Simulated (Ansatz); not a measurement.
Relaxation of C$_{2}$H$_{7}$BrFNSi (13 atoms, charge 0, multiplicity 1), to a largest force component of 0.015 eV/Å in at most 40 steps.

Computed with Ansatz, RKS PBE0-D4/def2-SVP.

```xyz
13
Properties=species:S:1:pos:R:3:forces:R:3
N 0.133 -2.406 -0.348 -1.63 0.97 1.37
Si 0.376 -0.859 0.366 -1.71 -0.81 1.59
F 1.937 -0.680 0.360 2.50 0.47 0.19
C -0.310 0.552 -0.589 -3.55 -0.33 1.32
C -0.064 1.936 -0.110 0.36 1.65 0.11
Br -1.143 2.422 1.467 0.21 -0.21 -0.13
H 0.934 -2.645 -0.840 1.94 -0.93 -1.46
H -0.635 -2.291 -0.976 -0.77 -0.57 -0.86
H -0.111 -0.950 1.795 0.17 0.37 -0.38
H -0.010 0.466 -1.591 0.76 -0.18 -1.99
H -1.479 0.396 -0.622 1.86 0.18 -0.05
H 1.002 2.091 0.205 -0.70 0.09 -0.33
H -0.382 2.714 -0.864 0.54 -0.68 0.61
```

Where does it end, and by what steps?

The forces met the threshold. After 21 steps the energy has fallen by 0.745 eV; H8 moved furthest, 1.11 Å.

| step | energy less start (eV) | largest force component (eV/Å) | accepted |
| --- | --- | --- | --- |
| 0 | 0.0000 | 3.546 | yes |
| 1 | -0.4251 | 1.252 | yes |
| 2 | -0.5068 | 0.349 | yes |
| 3 | -0.5235 | 0.262 | yes |
| 4 | -0.5362 | 0.226 | yes |
| 5 | -0.5433 | 0.308 | yes |
| 6 | -0.5540 | 0.214 | yes |
| 7 | -0.5545 | 0.537 | yes |
| 8 | -0.5960 | 0.647 | yes |
| 9 | -0.6347 | 0.135 | yes |
| 10 | -0.6195 | 1.444 | no |
| 11 | -0.6523 | 0.112 | yes |
| 12 | -0.6682 | 0.345 | yes |
| 13 | -0.6805 | 0.892 | yes |
| 14 | -0.7035 | 0.722 | yes |
| 15 | -0.7219 | 0.771 | yes |
| 16 | -0.7391 | 0.152 | yes |
| 17 | -0.7431 | 0.122 | yes |
| 18 | -0.7449 | 0.069 | yes |
| 19 | -0.7453 | 0.026 | yes |
| 20 | -0.7454 | 0.017 | yes |
| 21 | -0.7455 | 0.008 | yes |

```xyz
13
Properties=species:S:1:pos:R:3
N 0.139 -2.258 -0.555
Si 0.339 -0.821 0.350
F 1.902 -0.344 0.483
C -0.493 0.585 -0.576
C -0.092 1.978 -0.137
Br -0.621 2.339 1.707
H 0.286 -3.165 -0.128
H 0.310 -2.290 -1.554
H -0.140 -1.089 1.727
H -0.218 0.471 -1.642
H -1.587 0.458 -0.527
H 0.996 2.115 -0.160
H -0.569 2.765 -0.735
```

Whether the end is a true minimum wasn't checked by a vibrational analysis.

The run took 96 s on 2 threads of Intel(R) Xeon(R) Platinum 8488C (Sapphire Rapids) (shared host), peak memory 0.46 GiB.
